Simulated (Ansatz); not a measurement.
Total energies of Si43H56, a nanocrystal cut from cubic silicon from Ansatz at PBE-D4/def2-SVP, gas phase (1 Eh = 27.2114 eV = 2625.5 kJ/mol). The reference geometry is relaxed at PBE-D4/def2-SVP.

```
                 state   geometry   energy (Eh)
      charge 0 singlet  reference  -12472.35653
      charge 1 doublet  reference  -12472.08957
     charge -1 doublet  reference  -12472.40870
free Si atom (triplet)          –    -289.12416
 free H atom (doublet)          –      -0.49863
```

Single mean-field runs in def2-SVP are fitted with def2-universal-jkfit.

Problem. Work out the vertical ionisation energy to the doublet.

Solution. E(charge 1 doublet) − E(charge 0 singlet) = -12472.08957 − (-12472.35653) = 0.26696 Eh = 7.26 eV. For comparison, −ε of the highest occupied level is 6.01 eV at this level, 1.25 eV less.

Problem. Work out the vertical electron affinity, to the doublet.

Solution. E(charge 0 singlet) − E(charge -1 doublet) = -12472.35653 − (-12472.40870) = 0.05217 Eh = 1.42 eV. The basis lacks diffuse functions, which makes affinities too small.

Problem. Give the fundamental gap IE − EA, the Mulliken electronegativity (IE + EA)/2 and the hardness (IE − EA)/2.

Solution. From the values in Eh: IE − EA = 0.26696 − 0.05217 = 0.21479 Eh = 5.84 eV; (IE + EA)/2 = 4.34 eV; (IE − EA)/2 = 2.92 eV. The HOMO–LUMO gap of the same run is 3.56 eV, 2.28 eV smaller than the fundamental gap.

Problem. What is the binding energy per atom against free atoms?

Solution. Atoms: 43 × (-289.12416) + 56 × (-0.49863) = -12460.26216 Eh. Binding: -12460.26216 − (-12472.35653) = 12.09437 Eh = 329.10 eV, or 3.32 eV for each of 99 atoms (no zero-point energy, no counterpoise term).

At PBE-D4/def2-SVP the gap within one spin of the charge 1 doublet nearly closes, so an electron or hole may be smeared out by delocalisation error. At PBE-D4/def2-SVP the gap within one spin of the charge -1 doublet nearly closes, so an electron or hole may be smeared out by delocalisation error.
